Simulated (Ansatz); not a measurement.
Gas-phase electronic energies from Ansatz, PBE0-D4/def2-TZVP geometries. CCSD(T)/CBS is the MP2 limit (def2-TZVPP, def2-QZVPP) plus CCSD(T) − MP2 in def2-TZVPP, frozen cores. Functionals use def2-TZVPP. B3LYP here is the variant with VWN-RPA as its local correlation; programs differ in this. One conformer a species, not always the lowest.

`C=C(N)NC` + `OBS` → `C=C(N)SBO` + CH₃NH₂  (substitution at a C–N bond)

`C=C(N)NC`:

Cartesian coordinates in Å:
```
C 0.547 0.555 1.721
C 0.238 0.460 0.419
N 1.027 0.973 -0.604
N -0.913 -0.166 -0.050
C -0.786 -1.183 -1.078
H 1.357 1.186 2.060
H -0.013 0.004 2.465
H 1.816 1.504 -0.271
H 0.500 1.481 -1.301
H -1.485 -0.473 0.722
H -1.784 -1.518 -1.367
H -0.201 -2.054 -0.754
H -0.303 -0.769 -1.962
```

`OBS`:

```xyz
6

O     1.278   -0.317    0.704
B     0.343    0.122   -0.166
S    -1.423   -0.173    0.118
H     0.938   -0.789    1.470
H     0.712    0.714   -1.133
H    -1.849    0.444   -0.993
```

`C=C(N)SBO`:

Cartesian coordinates in Å:
```
C 0.917 0.711 1.649
C 0.286 -0.029 0.741
N 0.932 -0.835 -0.209
S -1.481 -0.003 0.616
B -1.776 0.213 -1.174
O -0.822 0.203 -2.116
H 1.993 0.646 1.772
H 0.372 1.401 2.277
H 1.930 -0.899 -0.057
H 0.520 -1.757 -0.288
H -2.923 0.367 -1.473
H 0.050 -0.019 -1.738
```

CH₃NH₂:

```xyz
7

C    -0.045   -0.102   -0.557
N     0.252    0.412    0.769
H    -0.675   -1.003   -0.583
H     0.889   -0.334   -1.074
H    -0.548    0.672   -1.141
H     0.729   -0.288    1.324
H    -0.601    0.643    1.262
```

```json
{"level": "PBE-D4", "ΔE (kJ/mol)": "-5.3", "difference from CCSD(T)/CBS": "0.0"}
{"level": "r2SCAN-D4", "ΔE (kJ/mol)": "0.5", "difference from CCSD(T)/CBS": "5.8"}
{"level": "PBE0-D4", "ΔE (kJ/mol)": "-0.9", "difference from CCSD(T)/CBS": "4.4"}
{"level": "B3LYP-D4", "ΔE (kJ/mol)": "-1.0", "difference from CCSD(T)/CBS": "4.3"}
{"level": "ωB97X-V", "ΔE (kJ/mol)": "2.5", "difference from CCSD(T)/CBS": "7.8"}
{"level": "ωB97M-V", "ΔE (kJ/mol)": "0.5", "difference from CCSD(T)/CBS": "5.8"}
{"level": "B2PLYP", "ΔE (kJ/mol)": "0.2", "difference from CCSD(T)/CBS": "5.5"}
{"level": "PBE", "ΔE (kJ/mol)": "-2.3", "difference from CCSD(T)/CBS": "3.0"}
{"level": "r2SCAN", "ΔE (kJ/mol)": "1.1", "difference from CCSD(T)/CBS": "6.4"}
{"level": "PBE0", "ΔE (kJ/mol)": "1.7", "difference from CCSD(T)/CBS": "7.0"}
{"level": "B3LYP", "ΔE (kJ/mol)": "4.2", "difference from CCSD(T)/CBS": "9.5"}
{"level": "HF/def2-TZVPP", "ΔE (kJ/mol)": "19.5", "difference from CCSD(T)/CBS": "24.8"}
{"level": "MP2/def2-TZVPP", "ΔE (kJ/mol)": "-6.4", "difference from CCSD(T)/CBS": "-1.1"}
{"level": "SCS-MP2/def2-TZVPP", "ΔE (kJ/mol)": "-3.5", "difference from CCSD(T)/CBS": "1.8"}
{"level": "CCSD/def2-TZVPP", "ΔE (kJ/mol)": "1.8", "difference from CCSD(T)/CBS": "7.1"}
{"level": "CCSD(T)/def2-TZVPP", "ΔE (kJ/mol)": "-3.0", "difference from CCSD(T)/CBS": "2.3"}
{"level": "HF/def2-QZVPP", "ΔE (kJ/mol)": "19.7", "difference from CCSD(T)/CBS": "25.0"}
{"level": "MP2/def2-QZVPP", "ΔE (kJ/mol)": "-7.7", "difference from CCSD(T)/CBS": "-2.4"}
{"level": "SCS-MP2/def2-QZVPP", "ΔE (kJ/mol)": "-4.8", "difference from CCSD(T)/CBS": "0.5"}
{"level": "HF/CBS(def2)", "ΔE (kJ/mol)": "19.7", "difference from CCSD(T)/CBS": "25.0"}
{"level": "MP2/CBS(def2)", "ΔE (kJ/mol)": "-8.8", "difference from CCSD(T)/CBS": "-3.5"}
{"level": "CCSD/CBS(def2)", "ΔE (kJ/mol)": "-0.6", "difference from CCSD(T)/CBS": "4.7"}
{"level": "CCSD(T)/CBS", "ΔE (kJ/mol)": "-5.3", "difference from CCSD(T)/CBS": "0"}
```

Largest T1 diagnostic among the species: 0.013.

In def2-TZVPP, CCSD(T) changes the Hartree–Fock value by −22.5 kJ/mol (the triples alone add −4.8 kJ/mol) and MP2 by −25.9 kJ/mol. The D4 term adds −5.1 kJ/mol with B3LYP and −2.7 kJ/mol with PBE0; it sums over pairs of atoms, weighted by their polarisabilities, and B3LYP, whose exchange is more repulsive, gets the larger term. From PBE to PBE0 (25 % exact exchange), in def2-TZVPP and without D4, ΔE moves by +4.0 kJ/mol.
